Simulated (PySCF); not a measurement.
## Relaxation of singlet CrSe3

Level of theory: PBE0 in PySCF with Cr def2-SVP, Se def2-SVP; no relativity; density-fitted integrals. A (50,194) grid was used.

A hand-made trigonal planar start, of D3h symmetry, held to at least that symmetry:

Coordinates in bohr (charge 0 multiplicity 1):
```
Cr    0.0000    0.0000    0.0000
Se    4.1196    0.0000    0.0000
Se   -2.0598    3.5676    0.0000
Se   -2.0598   -3.5677    0.0000
```

**Question.** What forces act on the atoms at the start (eV/Å)?

**Answer.** 
```csv
atom,Fx,Fy,Fz
Cr1,-0.01,0.00,0.00
Se2,-1.27,0.00,0.00
Se3,0.64,-1.10,0.00
Se4,0.64,1.10,0.00
```

**Question.** What does it relax to?

**Answer.** It ends at D3h with Cr–Se 2.119 Å (×3); Se–Cr–Se 120.0° (×3). A frequency run shows 1 imaginary mode, down to 138i cm⁻¹, so it is a saddle point. Other isomers or separated fragments may lie lower.

**Question.** How much energy is released, and in how many steps?

**Answer.** 11.9 kJ/mol in 3 steps.

Stability towards spin polarisation was not tested.
